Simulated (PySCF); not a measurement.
Compound: BiH2(SMe), CH5BiS.
Bonds: Bi1–S4, S4–C5. Hydrogens: H2, H3 on Bi1; H6, H7, H8 on C5.

Method used: PBE0-D3(BJ)/def2-SVP geometry optimisation, gas phase, def2 core potentials past Kr in PySCF.

Give the optimised bond lengths and angles.

```
               bond  length (pm)
     Bi1–H2, Bi1–H3        179.9
             Bi1–S4        254.7
              S4–C5        181.9
C5–H6, C5–H7, C5–H8        110.0
```

Bonds in one row agree within 1 pm and their mean is given. A selection of angles:
```
    angle  degrees
H2–Bi1–H3     89.3
H2–Bi1–S4     94.3
Bi1–S4–C5     99.8
 S4–C5–H6    112.5
 S4–C5–H7    105.7
 H6–C5–H7    108.0
 H6–C5–H8    109.8
```

Bi1 (bismuth bonded to S and 2 H) is pyramidal (angles 94.3°, 93.0° and 89.3°, sum 276.7°, 1.10 Å off the plane of its three neighbours).

Point group: near Cs, missed by 0.22 Å at most; the miss may be what the optimiser left on a soft mode. No PBE0-D3(BJ)/def2-SVP frequencies stand behind this structure, so it isn't proved a minimum. One conformer, not necessarily the lowest (H–Bi1–S4–C5 129° and -142°).

The run took 12 s wall on one thread, x86-64 server, no GPU (shared host). These figures are those of the optimisation.
